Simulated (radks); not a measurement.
Task: Species: Al V. Configuration: [He] 2s1.75 2p5.25 (fractional occupations, a model configuration). All-electron calculation, scalar-relativistic Kohn-Sham, PBE, spin-polarised, spherical densities, finite nucleus; open shells are filled with parallel spins first; Fermi nuclear charge, rms radius 3.061 fm. Program: a radial shooting solver on a logarithmic mesh with Libxc functionals. Some entries of the table are withheld. Estimate them.

orbital  occ.  eigenvalue (Ry)  <r^2> (bohr^2)  <1/r> (bohr^-1)
1s up       1        -116.9122         0.01944              (1)
1s down     1        -116.8044         0.01942              (2)
2s up       1        -13.04748             (3)            2.428
2s down  0.75        -12.82529             (4)            2.414
2p up       3        -10.28015          0.3986            2.320
2p down  2.25        -10.04947          0.4056            2.307
3s up       0         -3.56428           3.647           0.7816
3s down     0         -3.52534           3.704           0.7757

Result: 
(1) 1s up <1/r> (bohr^-1): 12.64
(2) 1s down <1/r> (bohr^-1): 12.64
(3) 2s up <r^2> (bohr^2): 0.4320
(4) 2s down <r^2> (bohr^2): 0.4369
